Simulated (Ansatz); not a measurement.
Job for Ansatz (a program for electronic structure): R-PBE/def2-TZVPP on CH8GeSi (SMILES C[SiH2][GeH3]), a point of a torsion scan.

Ansatz 0.2 input:
```yaml
crystal:
  periodic: [false, false, false]
  atoms:
    - {symbol: C, position_ang: [-1.58619596, 0.69546068, -0.15018576]}
    - {symbol: Si, position_ang: [-0.36143278, -0.75800319, -0.03209223]}
    - {symbol: Ge, position_ang: [-0.91994105, -2.12278572, 1.78558133]}
    - {symbol: H, position_ang: [-2.33299893, 0.64863993, 0.63908014]}
    - {symbol: H, position_ang: [-1.07758979, 1.65089679, -0.06329720]}
    - {symbol: H, position_ang: [-2.11287349, 0.69423526, -1.09975539]}
    - {symbol: H, position_ang: [-0.39518973, -1.54110360, -1.27310667]}
    - {symbol: H, position_ang: [1.00514179, -0.24702449, 0.12895059]}
    - {symbol: H, position_ang: [-1.02441108, -1.42287834, 3.11078896]}
    - {symbol: H, position_ang: [-2.24431705, -2.82457118, 1.68783732]}
    - {symbol: H, position_ang: [0.03060381, -3.24613791, 2.07684906]}
basis:
  gaussian:
    orbitals: def2-TZVPP
hamiltonian:
  xc: {name: PBE}
scf: {lower_state_search: off}
```

Output:

```
WARN ansatz: RAYON_NUM_THREADS=1 ignored (pool sized by the plan → 1); use --threads N
Functional definition: PBE
these checks for a lower state are left out or cut short: stability, starts, cluster_reference, orbital_swaps, neighbouring_geometries, increment
integrals: 0.16 GiB planned
1298 factors; their error is unknown
mean field: 1.05 GiB planned
mean field evaluation 1: about -65540.3149 eV, gradient 6.5e1 eV
mean field evaluation 2: about -65527.2992 eV, gradient 8.8e1 eV
mean field evaluation 4: about -65549.3168 eV, gradient 3.9e0 eV
mean field evaluation 8: about -65549.3656 eV, gradient 7.7e-2 eV
mean field evaluation 16: about -65549.3315 eV, gradient 9.9e-5 eV
mean field -65549.33145978 eV, -2408.8935002143 hartree, gradient 8.3e-6 eV, S^2 0.000000; 0 other end points of the search recorded, 0 dependent functions left out
reference -65549.33150567 eV, -2408.8935019008 hartree; 30, 30 occupied and 203, 203 virtual orbitals, 1298 factors
Total energy: -65549.33150567 eV, -2408.8935019008 hartree
Checks for a lower state left out: stability, starts, cluster_reference, orbital_swaps, neighbouring_geometries, increment
```

The calculation finished and met its thresholds.

Cost: about 2.6 core-seconds (a rough figure).
